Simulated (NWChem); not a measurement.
A series in which one site is exchanged, each optimised at PBE0/def2-SVP with NWChem, gas phase unless a solvent is named. This build's default masses of Se (78.918 u) and Br (79.917 u) are each other's, which moves their modes by up to 0.6 %. Some are not confirmed as minima by frequencies. def2 effective core potentials on Zr, Sn; no spin-orbit coupling.

A: [ZrH2]([Br])[Br] (ZrH$_{2}$Br$_{2}$; site = Zr)
B: Br[SiH2]Br (SiH$_{2}$Br$_{2}$; site = Si)
C: [Br][SnH2][Br] (SnH2Br2; site = Sn)
D: [Br][TiH2][Br] (TiH2Br2; site = Ti)

Values for A:

| Property | Value |
|---|---|
| orbital gap (eV), PBE0/def2-SVP | 5.98 |
| static polarisability, PBE/def2-SVPD (bohr³) | 94.7 |
| lowest singlet excitation, PBE/def2-SVPD, TDA (eV) | 3.73 |

How do these values change for the other members?


```json
[
 {"change from A": "orbital gap (eV), PBE0/def2-SVP", "B": "+2.11", "C": "+0.63", "D": "-0.27"},
 {"change from A": "static polarisability, PBE/def2-SVPD (bohr³)", "B": "-21.9", "C": "-5.9", "D": "-6.0"},
 {"change from A": "lowest singlet excitation, PBE/def2-SVPD, TDA (eV)", "B": "+2.01", "C": "+0.85", "D": "-0.59"}
]
```
